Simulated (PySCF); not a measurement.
# Electron correlation in O²⁺ (oxygen, charge +2)

[He] 2s2 2p2, high-spin 3P determinant. Calculation: PySCF 2.14, in cc-pVDZ-DK; scalar relativity by spin-free X2C-1e. Frozen: 1s2; 4 electrons correlated.

MP2 pair energies summed by pair of shells (mhartree):

```json
{"pair": "2s-2p", "energy": "-32.12", "share (%)": "57.8"}
{"pair": "2s-2s", "energy": "-18.76", "share (%)": "33.8"}
{"pair": "2p-2p", "energy": "-4.66", "share (%)": "8.4"}
```

Total MP2 correlation energy: -55.54 mhartree.

Same-spin part -7.79 and opposite-spin part -47.75 mhartree; SCS-MP2 scales them by 1/3 and 6/5 to -59.90 mhartree.

| level | correlation energy (mhartree) |
| --- | --- |
| CCSD | -77.79 |
| (T) | -0.60 |
| CCSD(T) | -78.39 |

Diagnostics: T1 = 0.0043, D1 = 0.0083, largest double amplitude 0.124.

Cost of the coupled-cluster step: 0.08 s of wall time on 1 thread of Neoverse-V1 (shared host), for 4 correlated electrons.
